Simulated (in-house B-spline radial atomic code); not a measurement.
# RPA and G0W0 on SCAN: Mg

Configuration [Ne] 3s2, mean-field start SCAN. Computed with a B-spline radial code for spherical atoms: all electrons, scalar-relativistic (spin-free one-electron X2C), finite nucleus, each spin shell either full or empty, empty states to l = 9 with an (l + 1/2)⁻⁴ tail; G0W0 by contour deformation at full frequency.

Command:
```bash
python run_gw.py task.json out
```
Settings (radii: box in bohr, nucleus in fm):
```
Z                        12
electrons                12
configuration            [Ne] 3s2
hamiltonian              x2c
method                   scan,scan
lmax                     9
rms_radius               3.057
spin_polarised           False
box_radius               40
intervals                74
ion_configuration        [Ne] 3s1
```

Cost of the run: 4.3 s on 1 thread of Arm Neoverse N1 (shared host).

Energies (hartree):

```csv
term,value
mean-field total,-200.38410
Hartree-Fock functional on these orbitals,-199.91635
direct second order,-0.80731
second-order exchange,0.29431
SOSEX correction,0.2542
```

What is the RPA correlation energy, and what remains with SOSEX?

RPA gives -0.67839 hartree (-1.54 eV per electron); RPA + SOSEX gives -0.42419, and the second-order doubles -0.513 hartree (no singles). SOSEX takes back 37 % of the RPA value.

Quasi-particle levels (eV):

```json
{"level": "3s", "occupied": "yes", "mean field": "-4.827", "Σx - vxc": "-2.00", "Σc": "?", "QP weight": "?", "G0W0": "?"}
{"level": "3p", "occupied": "no", "mean field": "-1.163", "Σx - vxc": "2.84", "Σc": "-1.15", "QP weight": "0.871", "G0W0": "0.529"}
```

G0W0 = mean field + (Σx - vxc) + Σc, with Σc (partial-wave tail included) taken at the quasi-particle energy. Levels of low weight are left out. An empty level above zero is unbound and depends on the box.

Where does G0W0 put 3s?

At -7.666 eV, with Σc = -0.84 eV and a quasi-particle weight of 0.839. The tabulated removal energy is 7.646 eV (NIST, measured); the calculation leaves out spin-orbit coupling, Breit and QED terms, and what these don't explain is the method's own error.
